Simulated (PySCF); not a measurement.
NMR data simulated for an unnamed compound:

1H NMR (300 MHz, computed): δ 2.88 (m, 2H).

13C{1H} NMR (computed): δ 131.3 (C), 44.1 (CH2).

PySCF 2.14.0 with density-fitted response routines calculation with shielding tensors at PBE0/pcSseg-1 (GIAO) and GFN2-xTB structure; gas phase, rapidly exchanging positions averaged, one computed conformer, non-relativistic.

References, each an isolated molecule treated in the same way: 1H (31.72 ppm), 13C (186.93 ppm) vs TMS.

Q: Which of these does the molecule contain: a CF3 group, a benzene ring, a tert-butyl group, a non-aromatic C=C double bond?

A: 
- A CF3 group: yes (δC 131.3).
- A benzene ring: no.
- A tert-butyl group: no.
- A non-aromatic C=C double bond: no.

The data belong to `InChI=1S/C3H2F6/c4-2(5,6)1-3(7,8)9/h1H2`; they needn't prove each group on their own.

Carbon signals by region: 1 in the sp2 and nitrile region (100–160 ppm), 1 below 50 ppm.

Splittings by 19F in the carbon and heteronuclear signals aren't shown, as no couplings were computed. Shifts are as computed. Against solution values, carbons near 30 ppm lie about +3 ppm off and those near 130 ppm about +5 ppm. Of 1211 compounds with measured shifts, 218 miss one by over three times the rms of a fit or turn the order of signals round; such compounds aren't used in these exercises.
